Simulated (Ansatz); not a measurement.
Consider the cleavage of the Sn–Si bond: `[OH][SnH2][SiH2]Cl` + CH₃NH₂ → `C[NH][SnH2][OH]` + `[SiH3]Cl`.

Gas-phase electronic energies from Ansatz, PBE0-D4/def2-TZVP geometries. CCSD(T)/CBS is the MP2 limit (def2-TZVPP, def2-QZVPP) plus CCSD(T) − MP2 in def2-TZVPP, frozen cores. This one scheme is used for every species. Functionals use def2-TZVPP. B3LYP here is the variant with VWN-RPA as its local correlation; programs differ in this. Elements past krypton have def2 core potentials. For Sn outer-core shells are correlated without core-valence functions, which leaves a few kJ/mol of doubt a bond. Each species was taken in one conformer, which may not be the lowest.

`[OH][SnH2][SiH2]Cl`:

```xyz
9

O     1.968    0.861    0.796
Sn    0.983   -0.249   -0.505
Si   -1.530   -0.100    0.043
Cl   -2.221    1.794   -0.378
H     1.918    0.526    1.693
H     1.571   -1.856   -0.377
H     1.403    0.454   -1.996
H    -1.770   -0.364    1.485
H    -2.322   -1.066   -0.760
```

CH₃NH₂:

```xyz
7

C     0.348    0.427   -0.141
N    -0.574   -0.498    0.498
H     0.675    0.143   -1.152
H     1.240    0.535    0.480
H    -0.117    1.414   -0.206
H    -0.159   -1.417    0.578
H    -1.413   -0.604   -0.057
```

`C[NH][SnH2][OH]`:

Cartesian coordinates in Å:
```
C 0.244 1.576 -0.531
N -0.741 0.659 0.011
Sn -0.178 -1.050 0.909
O 0.930 -2.178 -0.277
H 0.701 1.250 -1.474
H -0.203 2.562 -0.697
H 1.054 1.715 0.190
H -1.548 0.571 -0.589
H -1.607 -1.890 1.316
H 0.904 -0.669 2.159
H 0.445 -2.547 -1.017
```

`[SiH3]Cl`:

Cartesian coordinates in Å:
```
Si -0.066 -0.073 0.082
Cl 0.985 1.101 -1.234
H 0.123 -1.492 -0.299
H -1.497 0.297 0.003
H 0.455 0.168 1.447
```

CCSD(T)/CBS gives +14.0 kJ/mol.

Task: Another level gave +20.3 kJ/mol. Which?
A. B3LYP-D4/def2-TZVPP
B. PBE-D4/def2-TZVPP
C. MP2/def2-TZVPP
D. CCSD/def2-TZVPP

Result: A. B3LYP-D4 20.3, CCSD/def2-TZVPP 12.2, PBE-D4 30.1, MP2/def2-TZVPP 7.5 kJ/mol.

Largest T1 diagnostic among the species: 0.013.
